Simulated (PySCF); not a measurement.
# Two-component Hartree-Fock for Ga⁺ (gallium, charge +1)

Start: [Ar] 3d10 4s2. Calculated with PySCF 2.14 in x2c-QZVPPall-2c (11s9p5d4f1g, 100 functions): generalised Hartree-Fock with the X2C-1e Hamiltonian and a Gaussian nucleus; one run each with spin-orbit coupling (SO) switched off, then screened by Boettger's factors.

```csv
spinor shell,electrons,"ε, spin-free (eV)","ε, screened SO (eV)",weight of nominal j (screened SO),"rms radius, screened SO (bohr)"
1s1/2,2,-10449.7,-10449.6,1.000,0.0560
2s1/2,2,-1349.4,-1349.3,1.000,0.235
2p1/2,2,-1171.2,-1190.2,1.000,0.209
3s1/2,2,-187.28,-187.28,1.000,0.698
3p1/2,2,-131.29,-133.94,1.000,0.730
3p3/2,4,-131.29,-130.01,1.000,0.741
3d3/2,4,-39.941,-40.265,1.000,0.891
3d5/2,6,-39.941,-39.724,1.000,0.897
4s1/2,2,-19.035,-19.035,1.000,2.48
```

Question: Where does 2p3/2 lie, and what is the 2p spin-orbit splitting (screened SO)?

Answer: At -1161.9 eV, 28.265 eV above 2p1/2.

```json
{"quantity": "E (hartree)", "spin-free": "-1941.99231", "screened SO": "-1942.05776"}
{"quantity": "M_J", "spin-free": "0", "screened SO": "0"}
{"quantity": "⟨J²⟩", "spin-free": "0.000", "screened SO": "0.000"}
{"quantity": "⟨L²⟩", "spin-free": "0.000", "screened SO": "0.002"}
{"quantity": "⟨S²⟩", "spin-free": "0.000", "screened SO": "0.002"}
```

Without spin-orbit coupling the j labels of p, d and f shells carry no meaning; the spin-free column gives the mean over the occupied spinors of each nl shell.
